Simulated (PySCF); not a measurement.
SeCl2, SMILES Cl[Se]Cl.

The structure is a stationary point at ωB97X-D3(BJ)/def2-TZVP. The isomer is the one that the SMILES or the coordinates give; other isomers of the formula were not compared.

The numbers are results of TDDFT-LC-ωPBE/def2-SVPD (PySCF), not measurements.

Vertical excitations. The molecule is in vacuum. State labels are in the subgroup C2v.

| state | symmetry | energy (eV) | λ (nm) | f | main pairs |
|---|---|---|---|---|---|
| S1 | A2 | 3.05 | 407 | 0.000 | HOMO→LUMO+1 96 % |
| S2 | B1 | 3.07 | 404 | 0.001 | HOMO→LUMO 97 % |
| S3 | B2 | 5.81 | 214 | 0.002 | HOMO−1→LUMO 69 %, HOMO−2→LUMO+1 26 % |
| S4 | A1 | 5.97 | 208 | 0.016 | HOMO−2→LUMO 48 %, HOMO−1→LUMO+1 44 % |
| S5 | A2 | 6.20 | 200 | 0.000 | HOMO−3→LUMO 87 % |
| S6 | B1 | 6.63 | 187 | 0.001 | HOMO−3→LUMO+1 76 %, HOMO−4→LUMO 18 % |
| S7 | A1 | 6.63 | 187 | 0.013 | HOMO−1→LUMO+1 50 %, HOMO−2→LUMO 47 % |
| S8 | B1 | 7.12 | 174 | 0.030 | HOMO→LUMO+2 66 %, HOMO→LUMO+3 19 % |
| S9 | B2 | 7.41 | 167 | 0.225 | HOMO−2→LUMO+1 66 %, HOMO−1→LUMO 22 % |
| S10 | B1 | 7.72 | 161 | 0.001 | HOMO−4→LUMO 73 %, HOMO−3→LUMO+1 18 % |
| T1 | B1 | 2.25 | 551 | 0 | HOMO→LUMO 94 % |
| T2 | A2 | 2.33 | 532 | 0 | HOMO→LUMO+1 93 % |
| T3 | B2 | 5.04 | 246 | 0 | HOMO−1→LUMO 66 %, HOMO−2→LUMO+1 27 % |
| T4 | A1 | 5.18 | 240 | 0 | HOMO−2→LUMO 73 %, HOMO−1→LUMO+1 19 % |
Triplets are in the Tamm–Dancoff approximation, which puts them higher than full response would, so one can lie above its singlet here.
